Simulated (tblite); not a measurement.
Compound: C2H14ClNSi4.
SMILES with atom numbers: `[CH3:1][SiH2:2][CH2:3][Si@@H:4]([Cl:5])[N:6]([SiH3:7])[SiH3:8]` (hydrogens: H9, H10, H11 on C1; H12, H13 on Si2; H14, H15 on C3; H16 on Si4; H17, H18, H19 on Si7; H20, H21, H22 on Si8)

Computed with GFN2-xTB (tblite), gas phase: L-BFGS steps from a force-field or distance-geometry start until the largest atomic force falls under 0.01 eV/Å.

Step 31: E = -705.3674 eV
```
atom  x, y, z in Å  |  force x, y, z in eV/Å
C1      4.0579    0.9279    0.3324   -0.022   0.026   0.000
Si2     2.6023   -0.2477    0.0260    0.004  -0.075   0.018
C3      0.8809    0.5664    0.1692   -0.011  -0.037  -0.011
Si4    -0.4357   -0.7531   -0.1611    0.013   0.018   0.008
Cl5    -0.2615   -2.0840    1.3456   -0.035  -0.051  -0.004
N6     -2.1089   -0.2815   -0.2048    0.067   0.020   0.024
Si7    -3.2868   -1.5419    0.1144    0.035   0.049   0.045
Si8    -2.5616    1.3632   -0.5706    0.021  -0.011   0.054
H9      4.0728    1.7317   -0.3968    0.019   0.058   0.038
H10     4.0352    1.3680    1.3245   -0.010   0.031  -0.019
H11     4.9946    0.3850    0.2372   -0.050   0.034   0.009
H12     2.7046   -1.3681    0.9701   -0.007   0.064  -0.027
H13     2.7418   -0.7570   -1.3437   -0.014  -0.039  -0.065
H14     0.7608    0.9894    1.1684   -0.032  -0.009  -0.091
H15     0.7776    1.3893   -0.5387    0.015  -0.071   0.064
H16    -0.1608   -1.4641   -1.4165    0.007  -0.006   0.027
H17    -2.8189   -2.7538   -0.5463    0.014  -0.075  -0.029
H18    -4.5484   -1.1079   -0.4645   -0.073   0.059  -0.042
H19    -3.4099   -1.7320    1.5577   -0.001   0.010   0.013
H20    -4.0188    1.4218   -0.6054    0.004   0.005   0.010
H21    -2.0281    2.2411    0.4743    0.006   0.008  -0.001
H22    -1.9993    1.7268   -1.8729    0.051  -0.009  -0.020
```

Step 32: E = -705.3695 eV
```
atom  x, y, z in Å  |  force x, y, z in eV/Å
C1      4.0555    0.9307    0.3329   -0.029   0.024  -0.006
Si2     2.6034   -0.2482    0.0248    0.006  -0.047  -0.009
C3      0.8826    0.5653    0.1665   -0.032  -0.055  -0.005
Si4    -0.4310   -0.7543   -0.1651   -0.024  -0.043   0.044
Cl5    -0.2651   -2.0871    1.3437   -0.024  -0.035  -0.014
N6     -2.1035   -0.2836   -0.2064    0.025   0.053   0.017
Si7    -3.2869   -1.5387    0.1146    0.035   0.057   0.023
Si8    -2.5598    1.3612   -0.5687    0.031   0.020   0.028
H9      4.0681    1.7346   -0.3961    0.025   0.059   0.040
H10     4.0310    1.3701    1.3253   -0.007   0.030  -0.021
H11     4.9925    0.3888    0.2377   -0.038   0.039   0.010
H12     2.7073   -1.3653    0.9695   -0.009   0.035  -0.007
H13     2.7428   -0.7592   -1.3447   -0.012  -0.034  -0.056
H14     0.7570    0.9837    1.1659   -0.017   0.005  -0.057
H15     0.7731    1.3895   -0.5373    0.035  -0.050   0.034
H16    -0.1603   -1.4754   -1.4141    0.018  -0.004   0.002
H17    -2.8229   -2.7516   -0.5450    0.018  -0.090  -0.038
H18    -4.5474   -1.0997   -0.4647   -0.059   0.051  -0.036
H19    -3.4099   -1.7278    1.5566   -0.005   0.009   0.040
H20    -4.0191    1.4193   -0.6013    0.050   0.006   0.007
H21    -2.0247    2.2408    0.4763   -0.008  -0.011  -0.019
H22    -1.9931    1.7264   -1.8720    0.022  -0.020   0.023
```

**Question.** Estimate the geometry and energy of step 33. (The exact step hangs on the optimiser's Hessian estimate; all steps are aligned on step 32, rigid shifts and turns removed.)

**Answer.** E = -705.3713 eV, largest force 0.121 eV/Å
```
atom  x, y, z in Å  |  force x, y, z in eV/Å
C1      4.0528    0.9335    0.3333   -0.034   0.024  -0.011
Si2     2.6045   -0.2496    0.0234    0.004  -0.004  -0.044
C3      0.8837    0.5632    0.1641   -0.035  -0.069   0.000
Si4    -0.4273   -0.7560   -0.1680   -0.048  -0.094   0.060
Cl5    -0.2690   -2.0903    1.3418   -0.014  -0.027  -0.014
N6     -2.0985   -0.2847   -0.2081   -0.018   0.061   0.018
Si7    -3.2865   -1.5352    0.1151    0.017   0.035  -0.013
Si8    -2.5575    1.3599   -0.5667    0.035   0.045  -0.005
H9      4.0646    1.7383   -0.3946    0.024   0.057   0.032
H10     4.0273    1.3727    1.3255   -0.011   0.026  -0.014
H11     4.9900    0.3928    0.2383   -0.023   0.038   0.009
H12     2.7096   -1.3625    0.9693   -0.008   0.001   0.017
H13     2.7436   -0.7617   -1.3470   -0.010  -0.026  -0.036
H14     0.7533    0.9789    1.1628   -0.004   0.014  -0.015
H15     0.7697    1.3887   -0.5354    0.048  -0.026  -0.004
H16    -0.1593   -1.4854   -1.4117    0.025  -0.002  -0.017
H17    -2.8261   -2.7513   -0.5446    0.007  -0.064  -0.025
H18    -4.5477   -1.0916   -0.4655   -0.018   0.034  -0.017
H19    -3.4099   -1.7239    1.5567   -0.006   0.011   0.045
H20    -4.0182    1.4173   -0.5976    0.080   0.008   0.004
H21    -2.0218    2.2403    0.4778   -0.012  -0.015  -0.021
H22    -1.9875    1.7258   -1.8706    0.001  -0.026   0.053
```

The energy changes by -0.0018 eV. The first-order estimate −F·Δx gives -0.0024 eV and the mean of the old and new forces, exact on a quadratic surface, -0.0018 eV. The step makes an angle of 68° with the force vector and moves no atom by more than 0.010 Å.

The cost below is that of the whole relaxation. On an Arm Neoverse V2 with one thread, no GPU, on a shared host, this took 0.99 s wall.
